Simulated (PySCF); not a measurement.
**Structure elucidation problem**

Molecular formula: C5H12O2S. Simulated spectra:

1H NMR (400 MHz, computed): δ 2.55 (s, 3H), 1.28 (s, 9H).

13C{1H} NMR (computed): δ 62.4 (C), 36.7 (CH3), 23.7 (CH3).

Calculated, not measured (PySCF 2.14.0 with density-fitted response routines): GIAO PBE0/pcSseg-1 shieldings, geometry: PBE0-D3(BJ)/def2-SVP. One averaged value for each set of equivalent atoms, gas phase, one computed conformer, relativity neglected.

Shifts are taken against calculated references (same method and geometry level): TMS for 1H, 13C.

Problem. Deduce the structure.

Solution. 
- Rings plus π bonds: 0.
- 3 carbon signals for 5 carbons: some carbons are equivalent by symmetry or fast rotation.
- Carbon types of the structure: 1 × C, 4 × CH3, which accounts for all hydrogens.
- δC 62.4: fully substituted sp3 carbon bonded to S.
- δC 36.7: methyl carbon bonded to S.
- δC 23.7: methyl carbon; a saturated carbon with 1 carbon neighbour and no heteroatom attached.
- δH 2.55: hydrogen on a methyl carbon bonded to S.
- δH 1.28: hydrogen on a methyl carbon.

Structure: SMILES CC(C)(C)S(C)(=O)=O.

The data come from this structure; uniqueness wasn't tested.

Shifts are as computed. Against solution values, carbons near 30 ppm lie about +2 ppm off and those near 130 ppm about +5 ppm. Of 1211 compounds with measured shifts, 218 miss one by over three times the rms of a fit or turn the order of signals round; such compounds aren't used in these exercises. Multiplicities follow the n + 1 count of equivalent neighbours, as no J values were calculated; m marks all less simple cases, F and P coupling included.
